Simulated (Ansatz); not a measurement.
Ansatz (a first-principles code) input (CCSD(T)/aug-cc-pVDZ):

Ansatz 0.2 input:
```yaml
crystal:
  periodic: [false, false, false]
  atoms:
    - {symbol: B, position_ang: [-0.00000000, -0.00000000, -0.00000000]}
    - {symbol: H, position_ang: [-0.78294691, -0.83263902, -0.47144604]}
    - {symbol: H, position_ang: [0.17161806, -0.23031944, 1.20252034]}
    - {symbol: H, position_ang: [-0.47175219, 1.13430514, -0.13912829]}
    - {symbol: H, position_ang: [1.08308104, -0.07134667, -0.59194601]}
basis:
  gaussian:
    orbitals: aug-cc-pVDZ
total_charge: -1
magnetization: {spin_polarized: false}
correlation: {method: ccsd_t, electrons: outside_noble_gas}
output: {forces: true}
```

End of the output:

```
integrals: 0.03 GiB planned
562 factors; integrals over basis functions are off by at most 5.5e-4 eV
mean field: 0.09 GiB planned
mean field evaluation 1: about -733.5842 eV, gradient 1.1e1 eV
mean field evaluation 2: about -733.5822 eV, gradient 1.1e1 eV
mean field evaluation 4: about -734.0911 eV, gradient 2.9e-1 eV
mean field evaluation 8: about -734.0917 eV, gradient 5.3e-4 eV
mean field -734.09169462 eV, -26.9773721920 hartree, gradient 9.0e-7 eV, S^2 0.000000; 0 other end points of the search recorded, 0 dependent functions left out
1 core orbitals not correlated
reference -734.09169462 eV, -26.9773721920 hartree; 4, 4 occupied and 54, 54 virtual orbitals, 562 factors
densities: 0.14 GiB planned
second order -3.92362967 eV of doubles, -0.00000000 eV of singles
coupled cluster: 0.12 GiB planned
cycle   1  -4.50124667 eV  change   -5.8e-1 eV  update   5.2e-2
cycle   2  -4.68314015 eV  change   -1.8e-1 eV  update   1.6e-2
cycle   3  -4.69251834 eV  change   -9.4e-3 eV  update   4.2e-3
cycle   4  -4.69154547 eV  change    9.7e-4 eV  update   1.5e-3
cycle   5  -4.69094238 eV  change    6.0e-4 eV  update   5.1e-4
cycle   6  -4.69085083 eV  change    9.2e-5 eV  update   1.6e-4
cycle   7  -4.69085539 eV  change   -4.6e-6 eV  update   4.2e-5
cycle   8  -4.69086035 eV  change   -5.0e-6 eV  update   1.2e-5
cycle   9  -4.69085870 eV  change    1.6e-6 eV  update   3.2e-6
perturbative correction -0.11586962 eV, -0.0042581300 hartree
the calculation of the forces begins
mean field evaluation 16: about -734.0947 eV, gradient 5.7e-2 eV
Total energy: -738.89842294 eV, -27.1540161996 hartree
Atom 0 at    -0.000000    -0.000000    -0.000000 Å, force     0.000000     0.000000    -0.000000 eV/Å
Atom 1 at    -0.782947    -0.832639    -0.471446 Å, force    -0.233168    -0.247967    -0.140401 eV/Å
Atom 2 at     0.171618    -0.230319     1.202520 Å, force     0.051109    -0.068591     0.358120 eV/Å
Atom 3 at    -0.471752     1.134305    -0.139128 Å, force    -0.140491     0.337805    -0.041434 eV/Å
Atom 4 at     1.083081    -0.071347    -0.591946 Å, force     0.322550    -0.021248    -0.176286 eV/Å
Dipole moment:    -0.000000    -0.000000     0.000000 e Å
```
